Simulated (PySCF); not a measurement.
# Spin states of BiCl

Unrestricted PBE0; basis Bi x2c-TZVPPall, Cl x2c-TZVPPall; spin-free X2C with a Gaussian nucleus; PySCF 2.14. Outer shells of the fragments: Bi 5d10 6s2 6p3; Cl 3s2 3p5.

Followed along the bond (rough minima from three points):

```
2Ms+1    unpaired  ⟨S²⟩ at the start  R at minimum (Å)  Te (eV)
    3        π ↑↑               2.00              2.44     0.00
    1        π ↑↓               1.01              2.43     0.31
    1        none               0.00              2.42     1.15
    5  σ ↑, π ↑↑↑               6.01  none in the scan   ≤ 4.39
```

Solutions found at the starting distance of 2.430 Å, counted from the lowest of them; the search is not exhaustive and high or unbound solutions are not listed, so other states can lie among these:

```csv
2Ms+1,unpaired,term,E (eV),⟨S²⟩,⟨Lz²⟩,μ (D)
3,π ↑↑,mixed,0.00,2.00,0.51,-2.92
1,π ↑↓,mixed,0.31,1.01,2.53,-2.86
1,none,mixed,1.15,0.00,2.52,-2.66
3,"σ ↑, π ↑",mixed,2.65,2.01,1.52,-2.57
1,"σ ↓, π ↑",mixed,2.91,1.01,1.52,-2.46
3,π ↑↑,mixed,4.96,2.01,2.53,2.60
3,"σ ↑, π ↑",mixed,5.17,2.01,1.52,0.85
1,"σ ↓, π ↑",mixed,5.32,1.01,1.52,0.98
5,"σ ↑, π ↑↑↑",mixed,5.40,6.01,1.52,2.51
5,"σ ↑↑, π ↑↑",mixed,5.42,6.01,0.51,0.83
3,"σ ↑, π ↑↑↓",mixed,6.00,3.01,3.54,2.58
1,"σ ↓↓, π ↑↑",mixed,6.28,2.01,0.51,1.20
```

A term symbol is given only where ⟨S²⟩ and ⟨Lz²⟩ are close to those of a pure state; real π, δ and φ orbitals otherwise mix terms. A positive dipole means Bi(−)Cl(+).

Spin–orbit coupling is left out, which matters for elements this heavy, above all for dissociation energies. Counting both spins, an empty level lies below a filled one in some of these solutions, because spin and occupation are held.
